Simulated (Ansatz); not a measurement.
`Cl[C]1=[CH][AlH]1` + H₂Te → `[TeH][C]1=[CH][AlH]1` + HCl  (substitution at a C–Cl bond)

Calculated with Ansatz (gas phase, PBE0-D4/def2-TZVP geometries, no zero-point term in ΔE). CBS: MP2 limit from def2 TZ/QZ plus the TZ coupled-cluster correction, frozen cores. This one scheme is used for every species. Functionals use def2-TZVPP. HSE06 is defined as in plane-wave codes. def2 core potentials past Kr. For Te outer-core shells are correlated without core-valence functions, which leaves a few kJ/mol of doubt a bond.

```tsv
level	ΔE (kJ/mol)
revPBE-D4	-27.7
HSE06-D4	-27.9
HSE06	-25.1
LC-ωPBE	-22.7
```

(1) What does CCSD(T)/CBS give? (Best estimate.)

Largest T1 diagnostic among the species: 0.014.

Results:

(1) The calculation gave: -36.9 kJ/mol. The listed levels differ from it by 9.2, 9.0, 11.8, 14.2 kJ/mol.

Leaving LDA and LC-ωPBE aside and taking each functional with its dispersion term where it has one, the values, not all of them listed here, spread over 7.7 kJ/mol, from PBE-QIDH to ωB97X-V. The D4 term adds −5.2 kJ/mol with B3LYP and −2.8 kJ/mol with PBE0; it sums over pairs of atoms, weighted by their polarisabilities, and B3LYP, whose exchange is more repulsive, gets the larger term. In def2-TZVPP, CCSD(T) changes the Hartree–Fock value by −12.5 kJ/mol (the triples alone add −1.9 kJ/mol) and MP2 by −19.0 kJ/mol.

B3LYP here is the variant with VWN-RPA as its local correlation; programs differ in this.
